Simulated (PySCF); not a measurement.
From computed data to an observable: oscillator strength and radiative lifetime

C2H4N3, SMILES c1nc[nH+][nH]1, charge +1.

Geometry optimised at PBE0-D3(BJ)/def2-SVP. The isomer is the one that the SMILES or the coordinates give; other isomers of the formula were not compared.

TDDFT-B3LYP/def2-SVPD in PySCF puts the first singlet state with f over 0.02 at 7.25 eV (vertical), with the transition dipole (0.000, 0.618, 0.000) in atomic units.

Question: Find the oscillator strength, the wavelength and the radiative lifetime that this transition would have in vacuum if emission retraced absorption.

Answer: 
|μ|² = 0.3819 au, so |μ| = 1.57 D. ΔE = 7.25/27.211 = 0.2664 hartree. f = (2/3) ΔE |μ|² = 0.068 (the program prints 0.068).
λ = 1239.84/7.25 = 171 nm; ν = 58475 cm⁻¹.
Einstein's coefficient A = 0.6670 ν² f s⁻¹ (ν in cm⁻¹) = 1.5e8 s⁻¹, so τ = 1/A = 6.5 ns. This state is S2; the lower singlet has f = 0.000. The figure is the radiative limit of this one transition; relaxation, internal conversion, crossing to triplets and a medium change what is measured.
